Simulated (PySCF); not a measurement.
**SiSb⁺: from constants to spectrum**

UHF-CCSD(T) constants of SiSb⁺, ³Σ⁻ (triplet), unpaired electrons π ↑↑ (Si cc-pV(D+d)Z, Sb cc-pVDZ-PP with ECP28; scalar-relativistic core potentials (PySCF 2.14); masses 27.9769 and 120.9038 u):

| Quantity | Value |
| --- | --- |
| ωe | 335.3 cm⁻¹ |
| ωexe | 1.17 cm⁻¹ |
| Be | 0.11286 cm⁻¹ |
| αe | 0.000515 cm⁻¹ |
| D (centrifugal) | 5.11e-08 cm⁻¹ |
| De to Si⁺ + Sb | 2.31 eV |

Problem. Give the vibrational terms G(v) and spacings up to v = 6.

Solution. G(v) = ωe(v+½) − ωexe(v+½)².

| v | G(v) (cm⁻¹) | G(v) − G(v−1) | Bv (cm⁻¹) |
| --- | --- | --- | --- |
| 0 | 167.4 |  | 0.1126 |
| 1 | 500.3 | 333.0 | 0.1121 |
| 2 | 830.9 | 330.6 | 0.1116 |
| 3 | 1159.2 | 328.3 | 0.1111 |
| 4 | 1485.2 | 325.9 | 0.1105 |
| 5 | 1808.8 | 323.6 | 0.1100 |
| 6 | 2130.0 | 321.3 | 0.1095 |

Problem. How well does the Morse estimate ωe²/(4ωexe) reproduce De, and what is D0?

Solution. It gives 2.98 eV, 129 % of the computed De. D0 = De − G(0) = 2.31 − 0.02 = 2.29 eV.

Correlated steps freeze 9 core orbitals. Correlated levels converge slowly with the basis: in double zeta they bind strong bonds too weakly, by up to about 1 eV, and carry superposition errors of some tenths. Spin–orbit coupling is left out, which matters for elements this heavy, above all for dissociation energies. For an ion De counts to the pair picked by the measured ionisation energies or electron affinities, which need not be the lowest pair at this level. The state was picked by a PBE0 search and need not be the measured ground state.
